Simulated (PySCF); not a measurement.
Correlation energy of Ga⁺ (gallium, charge +1)

[Ar] 3d10 4s2, closed-shell 1S. Calculation: PySCF 2.14, in 6-31G* (5s4p3d, 32 functions); no relativity, point nucleus. Frozen: [Ar] 3d10; 2 electrons correlated.

Total MP2 correlation energy: -23.16 mhartree.

Same-spin part 0.00 and opposite-spin part -23.16 mhartree; SCS-MP2 scales them by 1/3 and 6/5 to -27.79 mhartree.

With two correlated electrons CCSD is exact within the correlated space (frozen core and kept virtual orbitals).

```json
{"level": "CCSD", "correlation energy (mhartree)": "-34.84"}
```

Diagnostics: T1 = 0.0044, D1 = 0.0062, largest double amplitude 0.102.

Cost of the coupled-cluster step: 0.04 s of wall time on 1 thread of Neoverse-V2 (shared host), for 2 correlated electrons.

Iterations:

```
CC2 = 0
CCSD nocc = 1, nmo = 18
frozen orbitals [0, 1, 2, 3, 4, 5, 6, 7, 8, 9, 10, 11, 12, 13]
max_cycle = 100
direct = 0
conv_tol = 1e-08
conv_tol_normt = 1e-06
diis_space = 8
diis_start_cycle = 0
Init t2, MP2 energy = -1922.76194524871  E_corr(MP2) -0.0231565344843597
Init E_corr(CCSD) = -0.0231565344844043
cycle = 1  E_corr(CCSD) = -0.0303476343601405  dE = -0.00719109988  norm(t1,t2) = 0.0462745
cycle = 2  E_corr(CCSD) = -0.0329410955827175  dE = -0.00259346122  norm(t1,t2) = 0.0197547
cycle = 3  E_corr(CCSD) = -0.0348546587924137  dE = -0.00191356321  norm(t1,t2) = 0.00894099
cycle = 4  E_corr(CCSD) = -0.0348404819630453  dE = 1.41768294e-05  norm(t1,t2) = 0.000345094
cycle = 5  E_corr(CCSD) = -0.0348445880914326  dE = -4.10612839e-06  norm(t1,t2) = 2.51108e-05
cycle = 6  E_corr(CCSD) = -0.0348425045169311  dE = 2.0835745e-06  norm(t1,t2) = 7.46686e-06
cycle = 7  E_corr(CCSD) = -0.0348428456991127  dE = -3.41182182e-07  norm(t1,t2) = 1.47933e-06
cycle = 8  E_corr(CCSD) = -0.0348428471097267  dE = -1.410614e-09  norm(t1,t2) = 1.43847e-08
CCSD converged
E(CCSD) = -1922.773631561332  E_corr = -0.03484284710972665
```
